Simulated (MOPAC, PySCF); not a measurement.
C₄H₃N, SMILES `N=C=C1C=C1`, neutral singlet in the gas phase. 

Cartesian coordinates (Å):
```xyz
8

N      2.1936    -0.0835     1.1052
C      1.0983     0.0062     0.5310
C     -0.0719    -0.1000     0.0085
C     -0.9935    -0.3760    -1.0932
C     -1.5197     0.1075    -0.0101
H      2.7726     0.7554     1.0128
H     -1.0980    -0.7445    -2.0977
H     -2.3813     0.4348     0.5434
```
Charge 0, spin multiplicity 1.

All levels are single points at this geometry (B3LYP-D3(BJ)/def2-TZVP); Pople sets use spherical d functions. Orbital energies aren't observables, and empty levels follow the basis.

PM3 in MOPAC gives dipole (D) = 2.43.

Task: Estimate the dipole (D) from each of these levels: B3LYP-D3(BJ)/def2-TZVP in PySCF; M06-2X/def2-TZVP in PySCF; B3LYP/3-21G in PySCF; BP86/6-31G* in PySCF; PBE/6-31G* in PySCF; HF/3-21G in PySCF; HF/6-31G* in PySCF; PM7 in MOPAC.

Result: 
```
level                            dipole (D)
-------------------------------  ----------
B3LYP-D3(BJ)/def2-TZVP in PySCF        3.31
M06-2X/def2-TZVP in PySCF              3.35
B3LYP/3-21G in PySCF                   3.06
BP86/6-31G* in PySCF                   3.17
PBE/6-31G* in PySCF                    3.15
HF/3-21G in PySCF                      3.62
HF/6-31G* in PySCF                     3.81
PM7 in MOPAC                           2.82
```
